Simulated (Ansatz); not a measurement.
Isolated molecules relaxed with PBE0-D4/def2-TZVP in Ansatz; ΔE leaves out vibrations. CCSD(T)/CBS adds triple-zeta CCSD(T) − MP2 to the extrapolated MP2 energy (def2 sets, frozen cores). DFT in def2-TZVPP. B3LYP here is the variant with VWN-RPA as its local correlation; programs differ in this. Each species was taken in one conformer, which may not be the lowest.

Reaction (substitution at a C–O bond): `CO[SiH2]S[SiH2]F` + `CN[SiH](N)F` → `CN(C)[SiH](N)F` + `O[SiH2]S[SiH2]F`

```json
{"level": "B2PLYP", "ΔE (kJ/mol)": "-29.3"}
{"level": "B3LYP", "ΔE (kJ/mol)": "-26.5"}
{"level": "HF/def2-TZVPP", "ΔE (kJ/mol)": "-19.1"}
{"level": "MP2/def2-TZVPP", "ΔE (kJ/mol)": "-36.6"}
```

Q: What does CCSD(T)/CBS give? (Estimate.)

A: Computed: -32.4 kJ/mol. The listed levels differ from it by 3.1, 5.9, 13.3, -4.2 kJ/mol.

Largest T1 diagnostic among the species: 0.012.

In def2-TZVPP, CCSD(T) changes the Hartree–Fock value by −12.8 kJ/mol (the triples alone add −1.6 kJ/mol) and MP2 by −17.5 kJ/mol.
